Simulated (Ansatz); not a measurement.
Ansatz results at the PBE0-D4/def2-TZVP geometry: size of the dipole moment (ωB97M-V/def2-TZVPP) 5.90 D; HOMO energy (ωB97M-V/def2-TZVPP) -9.86 eV; LUMO energy (PBE0/def2-TZVPP) -1.84 eV.

Each molecule was computed in one conformer, which needn't be the lowest.

(1) Which molecule gave them?
A. `CC[P+](CC)(CC)[Au-][O]C`
B. `C=CC(=O)Cl`
C. `C[P+](C)(C)[Ag-][OH]`
D. `F[P+](F)(F)[Ag-][Cl]`

Results:

(1) D. The others give `CC[P+](CC)(CC)[Au-][O]C`: 7.77, -7.99, -0.08; `C=CC(=O)Cl`: 3.09, -10.89, -2.34; `C[P+](C)(C)[Ag-][OH]`: 8.16, -8.33, -0.11.
